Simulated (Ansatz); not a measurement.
# Breaking a bond in InH2F (SMILES [F][InH2])

InH2F has 4 atoms, charge 0, and is taken as a singlet. As SMILES, `[F][InH2]`. The coordinates come from a PBE0-D4/def2-TZVP relaxation.

```xyz
4

F    -1.6318   -0.6294    0.1886
In    0.1944    0.0523   -0.0263
H     1.3043   -0.9651    0.7679
H     0.1886    1.4819   -0.9504
```

The F1–In2 distance is scanned; the parts on either side stay rigid. Basis STO-3G, 19 core orbitals frozen in the correlated methods; program Ansatz 0.2.0. FCI is exact within this basis and core. Energies in eV from each method's value at 1.961 Å; methods without a U are spin-restricted. The shape above is that at 1.961 Å.

```csv
distance (Å),PBE,B3LYP,r2SCAN0,HSE06,CCSD,BCCD(T),CCSDT(Q),FCI
1.961,0.00,0.00,0.00,0.00,0.00,0.00,0.00,0.00
2.451,1.78,1.95,2.06,1.96,1.62,1.70,1.65,1.65
2.942,4.05,4.36,4.57,4.40,3.23,3.29,3.30,3.29
3.922,6.43,6.94,7.25,7.01,4.00,3.97,4.03,4.02
4.903,6.85,7.47,7.82,7.55,4.03,3.96,4.05,4.04
```

Departure from the FCI curve at its largest: PBE +2.82 eV at 4.90 Å; B3LYP +3.44 eV at 4.90 Å; r2SCAN0 +3.78 eV at 4.90 Å; HSE06 +3.51 eV at 4.90 Å; CCSD -0.06 eV at 2.94 Å; BCCD(T) -0.07 eV at 4.90 Å; CCSDT(Q) +0.01 eV at 4.90 Å. Functionals converge differently with the basis, so for them the departure isn't an error alone.
